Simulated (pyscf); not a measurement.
## F–SiH₂–SiH₃, singlet

Gas-phase minimum from PySCF at ωB97X-D3(BJ)/def2-SVP, one conformer. 

```
Si
F 1 1.6352
H 1 1.4899 2 108.15
H 1 1.4900 3 109.14 2 -117.50
Si 1 2.3328 3 111.46 4 -123.50
H 5 1.4914 1 110.19 3 -60.17
H 5 1.4915 6 109.35 1 121.32
H 5 1.4936 6 109.14 7 119.30
```
Charge 0, spin multiplicity 1.

Properties at ωB97X-D3(BJ)/def2-SVP:

- Harmonic wavenumbers, unscaled = 105, 156, 364, 438, 531, 628, 751, 859, 866, 935, 948, 955, 972, 2242, 2256, 2258, 2262, 2267 cm⁻¹
- Zero-point energy = 28.3 kcal/mol
- Rotational symmetry number = 1
- Entropy of this conformer at 298 K and 1 atm, rigid rotor and harmonic oscillator, modes under 100 cm⁻¹ raised to 100 = 310.2 J/(mol K)
- Dipole moment = 1.38 D

Single-point totals, which compare only within one level (frozen core for MP2 and CC):

| level | total energy (hartree) |
|---|---|
| ωB97X-D3(BJ)/def2-TZVP | -682.00860 |
| PBE/def2-TZVP | -681.53479 |
| r²SCAN/def2-TZVP | -681.84457 |
| B3LYP-D3(BJ)/def2-TZVP | -682.00273 |
| PBE0-D3(BJ)/def2-TZVP | -681.60177 |
| M06-2X/def2-TZVP | -681.85578 |
| ωB97M-D3(BJ)/def2-TZVP | -682.03808 |
| HF/def2-TZVPP | -680.33425 |
| MP2/def2-TZVPP | -680.83858 |
| CCSD/def2-TZVPP | -680.88133 |
| CCSD(T)/def2-TZVPP | -680.89735 |

Soft torsions are taken as harmonic, which can shift the entropy by several J/(mol K). The CCSD(T) − MP2 part came from Ansatz, without density fitting, on the same reference.
